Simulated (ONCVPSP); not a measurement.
**Varying the ONCV potential for H**

Base potential:

- Element: hydrogen (H)
- Generator: ONCVPSP 4.0.1
- Type: optimised norm-conserving Vanderbilt (ONCV)
- Functional: PBEsol
- Relativity: scalar-relativistic
- Frozen core: none
- Valence charge: 1
- Reference configuration: 1s1
- Partial waves: 1s: rc 1.55 bohr, ncon 4, nbas 7, qcut 5.8 1/bohr, local
- Local potential: the s channel
- Core correction: none

All-electron outer shells of the reference configuration (PBEsol, scalar-relativistic, ld1.x):

```tsv
shell	level (eV)	outermost node (bohr)	outermost maximum (bohr)
1s	-6.33	–	1.05
```

Cutoffs, loose and tight: the cutoffs (Ha) at which the residual kinetic energy of the hardest occupied pseudo-wave falls to 1 and 0.1 mHa per electron. They do not see the model core or the augmentation charge, which bear on the density cutoff. Test errors are all-electron minus pseudo excitation energies from the reference, over the configurations 1s0.5. A dash means not determined; rows that change the core or the reference have their own tests.

| change | outcome | cutoff, loose | cutoff, tight | bound ghosts | GHOST(+) flags above zero |
| --- | --- | --- | --- | --- | --- |
| base | generated | 11 Ha | 14 Ha | none | none |
| s: nbas 8 | generated | 10 Ha | 14 Ha | none | none |
| non-relativistic | generated | 11 Ha | 14 Ha | none | none |
| functional LDA (Perdew-Zunger) | generated | 11 Ha | 14 Ha | none | none |
| s: rc 1.56 | generated | 11 Ha | 14 Ha | none | none |
| s: rc 1.62 | generated | 10 Ha | 14 Ha | none | none |
| s: nproj 1; local potential polynomial inside 1.20 bohr (lpopt 5, dvloc0 1 Ha) | generated | 11 Ha | 14 Ha | none | none |

Task: What comes out with this change to the base: s: qcut 5.1?

Result: outcome: generated; cutoff, loose: 9.8 Ha; cutoff, tight: 15 Ha; bound ghosts: none; GHOST(+) flags above zero: none.
